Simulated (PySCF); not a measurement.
B(Cl)(H)(NCO) (CHBClNO), SMILES O=C=NBCl.

Geometry: ωB97X-D3(BJ)/def2-SVP. One conformer was computed; it need not be the lowest.

All values below come from HF/def2-TZVP (PySCF).

Gas-phase values at a fixed geometry.

The total energy is -652.12238 hartree and the point group is Cs. The highest occupied level comes out as -12.34 eV. The lowest empty level is 1.74 eV, the orbital gap comes out as 14.07 eV and the dipole moment comes out as 1.22 D. The quadrupole, principal values (traceless, Buckingham form, about the centre of nuclear charge) comes out as -8.55, 3.49, 5.06 D·Å. The mean static polarisability is 42.9 bohr³ (6.36 Å³). The polarisability, principal values is 27.3, 37.1, 64.4 bohr³.
